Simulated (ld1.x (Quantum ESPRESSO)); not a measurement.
**An all-electron radial function and its pseudo partner (aluminium (Al))**

Columns: radius, all-electron u(r) and pseudo u(r) of the 3s shell (level -23.89 eV) of aluminium in the configuration [Ne] 3s1 3p0; LDA (PZ), non-relativistic, PAW scheme, ld1.x (Quantum ESPRESSO) 7.5.

```csv
r (bohr),all-electron,pseudo
0.120,0.1045,0.0710
0.240,-0.1835,0.1415
0.360,-0.3394,0.2110
0.480,-0.3409,0.2789
0.600,-0.2445,0.3446
0.720,-0.1004,0.4076
0.840,0.0584,0.4672
0.960,0.2120,0.5227
1.080,0.3498,0.5734
1.200,0.4667,0.6187
1.320,0.5612,0.6579
1.440,0.6338,0.6905
1.560,0.6860,0.7157
1.680,0.7200,0.7333
1.800,0.7382,0.7427
1.920,0.7429,0.7437
2.040,0.7363,0.7364
2.160,0.7206,0.7206
2.280,0.6977,0.6977
2.400,0.6693,0.6693
2.520,0.6368,0.6368
2.640,0.6016,0.6016
2.760,0.5648,0.5648
2.880,0.5273,0.5273
3.000,0.4897,0.4897
3.120,0.4527,0.4527
```

**Question.** How many radial nodes do the two functions have?

**Answer.** The all-electron 3s function has n − l − 1 = 2; the pseudo-wave has 0, since the states of the same l below it are removed with the core.

**Question.** At about which radius was the pseudo-wave matched?

**Answer.** 2.10 bohr, where the columns begin to agree (steps of 0.12 bohr).

**Question.** Is the pseudo-wave norm-conserving?

**Answer.** No, it belongs to a PAW set: the norm inside the radius is not constrained, and the difference is carried by the augmentation charge.
